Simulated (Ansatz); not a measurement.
Reaction (atomization): `C=C=C[SiH](C)F` → 4 C• + F• + 7 H• + Si•

Computed with Ansatz on PBE0-D4/def2-TZVP structures; ΔE is electronic, products minus reactants. CBS: MP2 limit from def2 TZ/QZ plus the TZ coupled-cluster correction, frozen cores. This one scheme is used for every species, atoms too. DFT in def2-TZVPP. B3LYP here is the variant with VWN-RPA as its local correlation; programs differ in this. No spin–orbit coupling; open shells (•) take unrestricted orbitals. Spin–orbit coupling would lower the free atoms: a little for C, F, Si. One conformer a species, not always the lowest.

```tsv
species	B3LYP-D4 energy (Eh)
`C=C=C[SiH](C)F`	-546.16248
C•	-37.85948
F•	-99.77015
H•	-0.50215
Si•	-289.39209
```

Question: Work out ΔE.

Answer: ΔE = 7 × (-0.50215) + 4 × (-37.85948) + (-99.77015) + (-289.39209) − (-546.16248) = 2.04727 Eh = +5375.1 kJ/mol. CCSD(T)/CBS gives +5365.4 kJ/mol.

Largest T1 diagnostic among the species: 0.012.

In def2-TZVPP, CCSD(T) changes the Hartree–Fock value by +1204.0 kJ/mol (the triples alone add +78.3 kJ/mol) and MP2 by +1300.5 kJ/mol; breaking electron pairs costs correlation energy, which Hartree–Fock lacks. The D4 term adds +43.6 kJ/mol with B3LYP and +23.2 kJ/mol with PBE0; it sums over pairs of atoms, weighted by their polarisabilities, and B3LYP, whose exchange is more repulsive, gets the larger term. From PBE to PBE0 (25 % exact exchange), in def2-TZVPP and without D4, ΔE moves by −86.5 kJ/mol: exact exchange takes away binding that semilocal exchange gives to molecules.

For atomizations the MP2-based limit and the directly extrapolated one differ by several kJ/mol either way, and by 10 to 25 for some Ge, Se and Sn compounds, so smaller differences from it don't rank the levels.
